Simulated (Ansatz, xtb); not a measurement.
## C2H7NSSi2: which of two isomers lies lower

We compare X, `C#C[Si@@H](S)N[SiH3]`, a singlet, with Y, `C#CN([SiH3])[SiH2]S`, a singlet. Both are isolated molecules in the gas phase, relaxed with r2SCAN-D4/def2-SVP; each stands in its lowest conformer found.

**Question.** Estimate E(Y) − E(X) at the level CCSD(T)/def2-SVP + ΔMP2/def2-TZVPP.

**Answer.** Calculated at CCSD(T)/def2-SVP + ΔMP2/def2-TZVPP: E(Y) − E(X) = +22.8 kcal/mol, so structure X lies lower.

How the difference moves with the method:

| level | geometry | E(Y) − E(X) (kcal/mol) | departure from the last row (kcal/mol) | job, with rough time for the two |
| --- | --- | --- | --- | --- |
| r2SCAN-D4/def2-SVP | r2SCAN-D4/def2-SVP | +17.5 | −5.3 | optimisation, 4.6 min |
| HF/def2-SVP | r2SCAN-D4/def2-SVP | +19.3 | −3.5 | part of the CCSD(T) run |
| MP2/def2-SVP | r2SCAN-D4/def2-SVP | +18.7 | −4.1 | part of the CCSD(T) run |
| CCSD(T)/def2-SVP | r2SCAN-D4/def2-SVP | +18.3 | −4.5 | single point |
| CCSD(T)/def2-SVP + ΔMP2/def2-TZVPP | r2SCAN-D4/def2-SVP | +22.8 |  | single point, 44 s |

As drawn, Y has 1 C–N, 1 Si–H in place of 1 C–Si, 1 N–H.

None of the levels shown reverses the order. The largest departure from CCSD(T)/def2-SVP + ΔMP2/def2-TZVPP is that of r2SCAN-D4/def2-SVP, 5.3 kcal/mol. Levels run at GFN2-xTB geometries aren't shown. The last row adds to CCSD(T) the change of the MP2 difference between the two basis sets, here +4.5 kcal/mol, a large step that makes the value less sure.

With thermal terms from frequencies at re-optimised GFN2-xTB minima (ideal gas, soft modes damped towards free rotors, one conformer each, 298.15 K, 1 atm): the zero-point term adds −1.1 kcal/mol; ΔH is +21.4 and ΔG +22.3 kcal/mol.

The correlated steps freeze 18 core orbitals. Mirror images aren't counted in ΔG. Run with Ansatz 0.2.0, xtb 6.7.1; the last row on 2 threads of Intel(R) Xeon(R) 6975P-C (Granite Rapids) on a shared host.
